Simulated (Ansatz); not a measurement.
(MgTe)2 ring (Mg2Te2). Charge 0, multiplicity 1. Geometry PBE-D4/def2-SVP, basis def2-TZVP, Ansatz.

| run | HOMO (eV) | LUMO (eV) |
| --- | --- | --- |
| A | -6.83 | -2.01 |
| B | -5.75 | -2.73 |
| C | -5.88 | -2.60 |
| D | -4.67 | -3.27 |
| E | -8.02 | -1.03 |
| F | -4.87 | -3.33 |

In the def2 sets Te takes a core potential; there is no spin–orbit coupling. LC-ωPBE has ω = 0.4 bohr⁻¹.

Q: The runs used BLYP, CAM-B3LYP, LC-ωPBE, PBE, PBE0, r2SCAN0. Estimate which is which.

A: A CAM-B3LYP (range-separated); B PBE0 (25 % exact exchange); C r2SCAN0 (25 % exact exchange); D BLYP (0 % exact exchange); E LC-ωPBE (range-separated); F PBE (0 % exact exchange). Exact exchange lowers occupied and raises empty levels; among semilocal functionals meta-GGAs tend to open the gap a little, and such runs are hard to tell apart. The gap grows from 1.40 eV (BLYP) to 6.99 eV (LC-ωPBE).
